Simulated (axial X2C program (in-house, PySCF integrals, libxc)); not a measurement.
## Worked dissociation energy of GeBr⁻: CCSD(T), scalar-relativistic

Computed with an in-house all-electron X2C program for linear molecules (integrals from PySCF). Spin-free means the one-electron spin-free X2C Hamiltonian. Basis: Br dyall-acv3z [9s10p7d5f1g], Ge dyall-acv3z [10s10p8d5f1g] (cores contracted in-house); Gaussian nuclei, density fitting, unrestricted open shells. Masses: Br 78.918 u, Ge 73.921 u.

Molecular state: M_S = 1, Λ = 0 (beyond evenly filled blocks: π+α, π-α).

Correlated methods: 12 electrons correlated (number of frozen shells: Br 3 s, 2 p, 1 d; Ge 3 s, 2 p, 1 d), 312 virtual spin orbitals or spinors in MP2, 89 natural virtuals in coupled cluster.

| Item | Value |
| --- | --- |
| E(Br-) (2M_S = 0, M_L = 0) | -2604.790047 hartree |
| E(Ge) (2M_S = 2, M_L = 0) | -2097.185115 hartree |
| E(GeBr⁻) at Re | -4702.033332 hartree |
| ωe | 193.8 cm⁻¹ |
| ωexe | 0.787 cm⁻¹ |

Work out De and D0.

De = -2604.790047 + (-2097.185115) − (-4702.033332) = 0.05817 hartree = 1.583 eV. The zero-point energy is ωe/2 − ωexe/4 = 97 cm⁻¹ = 0.012 eV, so D0 = 1.571 eV.

Occupations by symmetry block were frozen at the best pattern of an incomplete PBE0 search. De is counted from the lowest determinant-based energies of the atoms at the same level, without counterpoise correction. CCSD and (T) use frozen natural virtuals with an MP2 correction for the truncation; (T) itself is uncorrected, so its De runs slightly low. Other states lie close and PBE0, whose exact exchange favours high spin, may order them wrongly; the determinant shown need not be the ground state. The nearest other spin-free determinant of the search, M_S = 0, Λ = 2, lies 0.72 eV up at the distance of the search. With the outer-core shells frozen, correlated bond lengths of heavy atoms tend to come out a few hundredths of an ångström too long. Spin-free De lacks the spin–orbit lowering of the heavy p-block atom, a tenth of an eV or more for 4p and 5p, up to an eV for 6p and one to two eV for 7p atoms, less what an open-shell molecule gains itself.

Each atomic determinant is the lowest at this level and need not be a pure term. Totals compare only within one Hamiltonian and basis.
